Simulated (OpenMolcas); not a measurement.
W3+ (d3) among equal point charges was computed by CASSCF with the d shell active (OpenMolcas, ANO-RCC-VDZP on the metal). Its lowest spin-free states, and all those of the highest spin:

| 2S+1 | Degeneracy | E (cm-1) |
| --- | --- | --- |
| 4 | 1 | 0.0 |
| 2 | 2 | 13065 |
| 2 | 3 | 13629 |
| 2 | 3 | 20048 |
| 4 | 3 | 20895 |
| 4 | 3 | 28346 |
| 2 | 1 | 31587 |
| 2 | 3 | 34314 |
| 2 | 3 | 34480 |
| 2 | 2 | 35644 |
| 2 | 3 | 39903 |
| 2 | 3 | 44058 |
| 4 | 3 | 45720 |

Q: Is the site octahedral, tetrahedral or cube-like, axial, or of lower symmetry?

A: The states with 2S+1 = 4 have orbital degeneracies 1, 3, 3, 3. Threefold states need a cubic site. For d3 at this spin an octahedron puts the single A2 below the threefold T2 and a tetrahedron or cube puts the threefold T1 below the threefold T2, so the site is octahedral. The first gap at this spin, 20900 cm-1, is |10Dq| in ligand-field theory. The run had W3+ among 6 point charges of -1.5 e arranged as an octahedron (Oh), 1.85 Å from the ion.

Without dynamic correlation the repulsion within the d shell is too large (B by tens of per cent), so at a given field states of lower spin stand too high. This is an electrostatic model: the charges have no orbitals. No measured value stands beside these numbers.
